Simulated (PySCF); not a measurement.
Property card for 3-methoxypyridine, `COc1cccnc1`

Compound: 3-methoxypyridine, C6H7NO.
Z-matrix (Å and degrees, GFN2-xTB geometry), rows numbered from 1:
```
C 
O   1  1.4085
C   2  1.3581  1  118.43
C   3  1.3974  2  116.75  1   179.86
C   4  1.3797  3  119.08  2   180.00
C   5  1.3891  4  118.47  3    -0.14
N   6  1.3190  5  122.83  4     0.16
C   7  1.3215  6  119.06  5    -0.01
H   1  1.0945  2  111.53  3   -61.20
H   1  1.0889  2  105.59  3  -179.87
H   1  1.0945  2  111.52  3    61.45
H   4  1.0791  3  118.94  2    -0.03
H   5  1.0789  4  120.72  3   179.84
H   6  1.0813  5  121.50  4  -179.83
H   8  1.0812  3  122.17  2     0.11
```

Among its groups: pyridine-type ring nitrogen and ether.

**GFN2-xTB geometry**

| Property | Result |
| --- | --- |
| Point group of the GFN2-xTB geometry | Cs |
| Rotational constants A, B, C of the GFN2-xTB geometry | 5.223, 1.606, 1.238 GHz |

PBE0/def2-SVPD ground state and vertical TDDFT (core frozen in the response) (PySCF):

| Property | Result |
| --- | --- |
| Dipole moment | 1.79 D |
| HOMO energy | -6.87 eV |
| LUMO energy | -0.78 eV |
| HOMO–LUMO gap | 6.09 eV |
| Lowest singlet excitation | 4.84 eV (256 nm, f = 0.003) |
| Strongest line among the 6 lowest singlet transitions | S6 at 7.02 eV (177 nm, f = 0.359) |
| Lowest triplet excitation (Tamm–Dancoff) | 4.00 eV |
| Static isotropic polarisability | 79.7 au |
| Electronic spatial extent ⟨r²⟩ about the centre of nuclear charge | 943 bohr² |

PBE0/pcSseg-1 ground state and GIAO shieldings, non-relativistic (PySCF):

| Item | Value |
| --- | --- |
| Lowest Hirshfeld atomic charge | -0.16 e on N7 |
| Highest Hirshfeld atomic charge | +0.07 e on C3 |
| 13C chemical shifts (computed TMS as zero) by class | 161.9 (C3), 147.9 (C6), 135.7 (C8), 130.6 (C4), 128.8 (C5), 56.3 (C1) ppm |
| 1H chemical shifts (computed TMS as zero) by class | 8.58 (H14), 8.38 (H15), 7.50 (H12), 7.37 (H13), 4.01 (H9/H10/H11) ppm |
| Isotropic shieldings of nuclei other than C and H, by class | -96 (N7), 239 (O2) ppm |
| Mayer bond orders between heavy atoms | C1–O2 0.90, O2–C3 1.02, C3–C4 1.37, C4–C5 1.47, C5–C6 1.37, C6–N7 1.50, N7–C8 1.47, C8–C3 1.31 |

Monoisotopic mass from the formula: 109.0528 u.

In wavenumbers S1 is 39000 cm⁻¹ (1 eV = 8065.54 cm⁻¹). In atomic units the dipole is 0.70 e·bohr (1 au = 2.5417 D). S1 lies 1.25 eV below the HOMO–LUMO gap; its leading configuration is HOMO−1→LUMO, weight 0.99. The largest Löwdin shares of the HOMO are 0.23 on O2, 0.17 on C6, 0.15 on C3 and 0.15 on C8. The rotational constants make it an asymmetric top with κ = (2B − A − C)/(A − C) = -0.82, nearer the prolate limit (−1). The polarisability is 11.82 Å³ as a volume (1 au = 0.148185 Å³), or 1.37 au for each of the 58 electrons. No computed singlet falls in the visible range (750 to 380 nm, 1.65 to 3.26 eV); S1 lies 1.58 eV above its blue end. With B = h/(8π²I), that is 505.379 GHz u Å² over I, the principal moments of inertia are 96.8, 314.6 and 408.2 u Å² (most abundant isotopes).

The structure is a single GFN2-xTB conformer in the gas phase; no vibrational or solvent corrections. NMR classes are plain means over equivalent atoms (diastereotopic ones count apart unless rotation or inversion swaps them), as if these changed places fast; in this geometry the members of some classes differ.
